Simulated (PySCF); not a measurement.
C4H11B (SMILES CCB(C)C), singlet, at a GFN2-xTB geometry. Base run: B3LYP/6-31G run with PySCF.

The PySCF input:
```python
from pyscf import gto, scf, dft, solvent

mol = gto.M(
    atom='''
B     0.229846    0.258991    0.439586
C     0.116087   -1.078031    1.266453
H     0.606914   -1.901640    0.749876
H    -0.927133   -1.376273    1.366166
H     0.536474   -1.017398    2.267414
C     0.866058    1.539775    1.107928
H     1.901717    1.344890    1.385641
H     0.355724    1.788316    2.037717
H     0.857379    2.426077    0.477789
C    -0.287133    0.349405   -1.053583
C    -0.855222   -0.923340   -1.682296
H     0.526805    0.717094   -1.687149
H    -1.051358    1.132484   -1.104911
H    -1.705133   -1.288211   -1.110288
H    -0.101949   -1.707474   -1.708211
H    -1.187406   -0.739667   -2.702983
''',
    basis='6-31g',
    charge=0,
    spin=0,
    verbose=3,
)

mf = dft.RKS(mol)
mf.xc = 'b3lyp'
mf.kernel()
```

Each row names what was changed in the base input (with any setting that the change needs).

```
change                                                       ΔE vs base (kcal/mol)  dipole (D)  HOMO-LUMO gap (eV)
-----------------------------------------------------------  ---------------------  ----------  ------------------
base                                                                         0.000        0.06                7.68
model = IEF-PCM; solvent = acetonitrile; lebedev_order = 11                 -0.554        0.07                7.71
model = IEF-PCM; solvent = acetonitrile; lebedev_order = 41                 -0.587        0.07                7.71
model = IEF-PCM; solvent = water                                            -0.598        0.07                7.71
model = IEF-PCM; solvent = dichloromethane                                  -0.503        0.07                7.71
model = IEF-PCM; solvent = tetrahydrofuran                                  -0.483        0.07                7.71
model = IEF-PCM; solvent = 2-propanol                                       -0.559        0.07                7.71
model = ddCOSMO; solvent = acetonitrile                                     -0.298        0.07                7.72
model = COSMO; solvent = acetonitrile                                       -0.585        0.07                7.71
model = IEF-PCM; solvent = acetonitrile; r_probe = 0.5                      -0.137        0.07                7.70
model = IEF-PCM; solvent = acetonitrile; vdw_scale = 1.0                     -1.46        0.07                7.73
model = SS(V)PE; solvent = acetonitrile                                     -0.581        0.07                7.71
```

The base is the gas phase, so ΔE is the electrostatic part of solvation at a fixed geometry, without cavity and dispersion terms.
